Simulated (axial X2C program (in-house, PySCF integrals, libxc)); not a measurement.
## Worked dissociation energy of ScO⁻: PBE0, two-component

All values were computed with an in-house relativistic program for diatomic molecules. Two-component (2c) means X2C with spin–orbit coupling and atomic mean-field two-electron Coulomb and Gaunt terms. Basis: Sc dyall-acv3z [11s12p8d5f2g], O dyall-av3z [7s6p3d2f] (cores contracted in-house); Gaussian nuclei, density fitting, unrestricted open shells. Masses: Sc 44.956 u, O 15.995 u.

Molecular state: Ω = 0 (closed shell).

- E(Sc) (2M_J = 1): -763.850097 hartree
- E(O-) (2M_J = 1): -75.122319 hartree
- E(ScO⁻) at Re: -839.220597 hartree
- ωe: 954.2 cm⁻¹
- ωexe: 3.49 cm⁻¹

(1) Work out De and D0.

The state is one determinant whose occupation by symmetry is held fixed; it was picked as the lowest of a PBE0 search that is not exhaustive. The closed shell is kept restricted, so the energy runs too high when the bond is stretched far. De is counted from the lowest determinant-based energies of the atoms at the same level, without counterpoise correction. The 2c atoms are single determinants rather than J levels; their spin–orbit lowering is only partly caught, and De is too large by that part. This holds for PBE0. The functionals have no current-density term, which raises determinants with orbital currents, atoms included. The highest occupied level of some functionals is positive through self-interaction error; at Hartree–Fock it is bound.

Each atomic determinant is the lowest at this level and need not be a pure J level. Totals compare only within one Hamiltonian and basis.

Answers

(1) De = -763.850097 + (-75.122319) − (-839.220597) = 0.24818 hartree = 6.753 eV. The zero-point energy is ωe/2 − ωexe/4 = 476 cm⁻¹ = 0.059 eV, so D0 = 6.694 eV.
